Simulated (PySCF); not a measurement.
**[C2H4P3Si]-: core ionisation energies**

Compound: C2H4P3Si (charge -1).
Numbering: `[SiH3:1][c:2]1[p:3][p:4][cH:5][p-:6]1`

Geometry (GFN2-xTB, Å), atoms numbered from 1 in this order:
```
atom  x, y, z in Å
Si1   -1.9889   -0.0634   -0.0537
C2    -0.1309    0.1521   -0.0331
P3     0.5442    1.7475   -0.1947
P4     2.5774    1.2707   -0.0716
C5     2.4121   -0.4360    0.1228
P6     0.8890   -1.2485    0.1668
H7    -2.3486   -1.4859   -0.1485
H8    -2.6223    0.6282   -1.1890
H9    -2.6422    0.4633    1.1598
H10    3.3192   -1.0233    0.2187
```

The calculation used delta-SCF UKS SCAN, pcX-2 on the ionised atom, pcseg-1 elsewhere, spin-free X2C in PySCF. These are vertical core ionisation energies against the vacuum level, from separate self-consistent calculations with and without the core hole.

Task: What binding energy does each computed site have?

Result: 
```tsv
atom(s)	environment	level	binding energy (eV)	2p1/2 (eV)	above the level's lowest (eV)	count
P6	phosphorus bonded to 2 C	P 1s	2144.33	–	+0.28	1
P4	phosphorus bonded to C and P	P 1s	2144.05	–	0.00	1
P3	phosphorus bonded to C and P	P 1s	2144.05	–	0.00	1
Si1	SiH3 silicon	Si 1s	1842.24	–	0.00	1
C5	aromatic CH carbon	C 1s	284.92	–	+0.17	1
C2	substituted aromatic carbon	C 1s	284.75	–	0.00	1
P6	phosphorus bonded to 2 C	P 2p3/2	130.81	131.70	+0.26	1
P4	phosphorus bonded to C and P	P 2p3/2	130.57	131.46	+0.02	1
P3	phosphorus bonded to C and P	P 2p3/2	130.55	131.44	0.00	1
Si1	SiH3 silicon	Si 2p3/2	102.43	103.05	0.00	1
```

The 2 C 1s values lie within 0.17 eV of each other; Gaussian lines of 0.5 eV full width would blend them into one maximum.

Lowest listed P 1s: P3, bonded to C (aromatic in the SMILES) and P (aromatic in the SMILES). Highest, 0.28 eV above it: P6, bonded to 2 C (aromatic in the SMILES). The values 2144.05 and 2144.05 eV lie too close for their order to be trusted.

The listed P 2p3/2 values span 0.26 eV, from P3 (bonded to C (aromatic in the SMILES) and P (aromatic in the SMILES)) to P6 (bonded to 2 C (aromatic in the SMILES)). Summing the Pauling electronegativity differences to the bonded atoms, each weighted by its formal bond order, gives +0.54 for the lowest site and +1.08 for the highest; no listed site has a larger sum than the highest. The values 130.55 and 130.57 eV lie too close for their order to be trusted.

Task: Express the binding energy of Si 2p3/2 of Si1 in atomic units and per mole.

Result: 102.43 eV = 3.7642 Eh = 9883 kJ/mol.

Task: Which effective nuclear charge Zeff reproduces each element's mean 1s value in the hydrogen-like formula E = 13.606 eV × Zeff²?

Result: C (Z = 6): mean 284.8 eV, Zeff = 4.58, Z − Zeff = 1.42; Si (Z = 14): mean 1842.2 eV, Zeff = 11.64, Z − Zeff = 2.36; P (Z = 15): mean 2144.1 eV, Zeff = 12.55, Z − Zeff = 2.45. Means run over the listed sites, weighted by atom count.

2p3/2 and 2p1/2 are the ΔSCF energy of one spin-free 2p hole plus the eigenvalues of a spin–orbit and ligand-field matrix of the shell. 2p1/2 minus 2p3/2 (ligand field included): Si 0.62 eV, P 0.89 eV. The species carries charge -1, so core ionisation leaves a neutral species. The basis sets have no added diffuse functions. Geometry: GFN2-xTB; no solvent, vibrations or thermal averaging.
